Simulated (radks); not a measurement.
Question: Radial electron density D(r) = 4 pi r^2 rho(r) of an atom or ion with 31 electrons. Method: non-relativistic Kohn-Sham, TPSS, spin-polarised, spherical densities, point nucleus; meta-GGA in the generalised Kohn-Sham scheme; computed with a radial shooting solver on a logarithmic mesh with Libxc functionals.

```
   r/bohr * D(r) (the largest magnitude, 116, reaches the edge; | marks zero)
 0.001511 | *
 0.001936 |   *
 0.002461 |     *
 0.003129 |        *
 0.003977 |           *
 0.005056 |                *
 0.006428 |                      *
 0.008237 |                             *
  0.01047 |                                   *
  0.01331 |                                       *
  0.01692 |                                        *
  0.02151 |                                      *
  0.02735 |                                    *
  0.03505 |                                     *
  0.04455 |                                           *
  0.05664 |                                                   *
    0.072 |                                                      *
  0.09153 |                                                *
   0.1164 |                                         *
   0.1479 |                                           *
   0.1895 |                                              *
    0.241 |                                    *
   0.3063 |                  *
   0.3894 |       *
    0.495 |    *
   0.6293 | *
   0.8064 *
    1.025 *
    1.303 *
```

What is the nuclear charge?

Answer: Z = 68. The innermost maximum, from 1s, lies near 1/Z = 0.0147 bohr (found: 0.0164), and its height grows with Z. The density is that of the erbium ion Er37+ in [Ar] 3d10 4s2 4p1; the configuration itself is not fixed sharply by these data, and Z only to a few units. D(r) has 3 maxima, at r = 0.0164, 0.0681, 0.182 bohr, and minima at 0.0299, 0.124 bohr, inside which lie 1.99, 11.40 electrons.
